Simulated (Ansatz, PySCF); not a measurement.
C4H6Si. Atoms are numbered in the order given.

```xyz
11

C      2.4733     0.4771     1.1844
C      1.5654     0.2594     0.3971
Si     0.1812    -0.0779    -0.7623
C     -1.3491    -0.5932     0.1770
C     -2.5187     0.0591     0.0914
H      3.2749     0.6710     1.8752
H     -0.1226     1.1549    -1.5470
H      0.6259    -1.1589    -1.6933
H     -1.2918    -1.4761     0.8301
H     -2.6403     0.9496    -0.5379
H     -3.4080    -0.2648     0.6458
```
Charge 0, spin multiplicity 1.

The structure is a stationary point at r2SCAN-D4/def2-SVP. Other conformers were not sampled.

Vertical ionisation energy (IE) and electron affinity (EA) in eV. Rows of orbital energies are one-electron estimates. Where ΔSCF, EOM or ADC give a negative EA the extra electron is unbound and the value depends on the basis.

```
level                                                                        IE     EA
------------------------------------------------------------------------  -----  -----
−ε(HOMO), −ε(LUMO), r2SCAN/def2-TZVP (PySCF)                                [?]    [?]
−ε(HOMO), −ε(LUMO), PBE/def2-TZVP (PySCF)                                  6.87   1.71
ΔSCF, CAM-B3LYP/def2-SVPD (Ansatz), final states of multiplicity 2 and 2  10.17  -1.17
ΔSCF, PBE/def2-SVPD (Ansatz), final states of multiplicity 2 and 2         9.58  -0.85
```

What belongs in the gaps? (An estimate is asked for; the answer gives what the named calculation found.)


- −ε(HOMO), −ε(LUMO), r2SCAN/def2-TZVP (PySCF), IE: 7.09
- −ε(HOMO), −ε(LUMO), r2SCAN/def2-TZVP (PySCF), EA: 1.51

What vertical singlet–triplet gap does ΔSCF give with CAM-B3LYP/def2-SVPD (Ansatz, a program for electronic structure) and with PBE/def2-SVPD (Ansatz)? (Estimate from the structure and the level; the computed values follow.)

4.19 and 4.26 eV (triplet above singlet where positive).
